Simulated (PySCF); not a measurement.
Compound: C7H9N3.
Bonds: C1–C2 (triple), C2–C3, C3–N4 (aromatic), N4–N5 (aromatic), N5–N6 (aromatic), N6–C7, C7–C8, N6–C9 (aromatic), C9–C10, C3–C9 (aromatic). Hydrogens: H11 on C1; H12, H13 on C7; H14, H15, H16 on C8; H17, H18, H19 on C10.

NICS is the negative of the GIAO shielding at a point without a nucleus: at the ring centre (0) and 1 Å above and below it (1); zz is the component along the ring normal. Level: GIAO PBE0/pcSseg-1 (PySCF, non-relativistic, gas phase) on the GFN2-xTB geometry, one conformer.

Ring bond lengths (Å), with Mayer bond orders in brackets: C3–N4 1.356 (1.30), N4–N5 1.273 (1.51), N5–N6 1.334 (1.17), N6–C9 1.355 (1.08), C9–C3 1.391 (1.36).

Task: What do the NICS probes read (ppm)?

Result: 
```tsv
ring	type	NICS(0)	NICS(1), two faces	NICS(1)zz, two faces	rms pucker (Å)	centre to ring atoms, mean (Å)
C3–N4–N5–N6–C9	5-membered ring with 3 N; formal bonds all aromatic	-12.3	-12.5 / -12.4	-30.2 / -29.4	0.00	1.14
```

Task: What can be read from them?

Result: 
- C3–N4–N5–N6–C9: mean NICS(1)zz -29.8 ppm, shielded, aromatic by this magnetic criterion (flat ring, no four-coordinate atom).

Task: How equal are the bonds by HOMA? HOMA = 1 − mean of α(R − Ropt)² over the ring bonds, with Krygowski's 1993 parameters (CC: Ropt 1.388 Å, α 257.7 Å⁻²; CN: Ropt 1.334 Å, α 93.52 Å⁻²; NN: Ropt 1.309 Å, α 130.33 Å⁻²).

Result: 
- C3–N4–N5–N6–C9: HOMA 0.93; the largest term is that of N4–N5, α(R − Ropt)² = 0.17. The geometric and the magnetic index point the same way.

Task: Give the inner angles of the rings and the Hirshfeld charges of the ring atoms.

Result: 
- C3–N4–N5–N6–C9: C3 107.9° (0.000 e), N4 109.1° (-0.135 e), N5 109.3° (-0.078 e), N6 110.1° (+0.044 e), C9 103.6° (+0.043 e); sum 540.0° against 540° for a flat convex ring.

Task: What are the shieldings of the ring atoms and their hydrogens in the same run (means over atoms taken as equivalent)?

Result: 
```json
{"atoms": "C3", "environment": "substituted aromatic carbon", "σ isotropic (ppm)": "53.2"}
{"atoms": "N4", "environment": "pyridine-type nitrogen", "σ isotropic (ppm)": "-130.1"}
{"atoms": "N5", "environment": "pyridine-type nitrogen", "σ isotropic (ppm)": "-132.4"}
{"atoms": "N6", "environment": "pyrrole-type nitrogen", "σ isotropic (ppm)": "-4.6"}
{"atoms": "C9", "environment": "substituted aromatic carbon", "σ isotropic (ppm)": "42.5"}
```

Conformer computed: `[CH:1]#[C:2][c:3]1[n:4][n:5][n:6]([CH2:7][CH3:8])[c:9]1[CH3:10]`: N5–N6–C7–C8 92°.
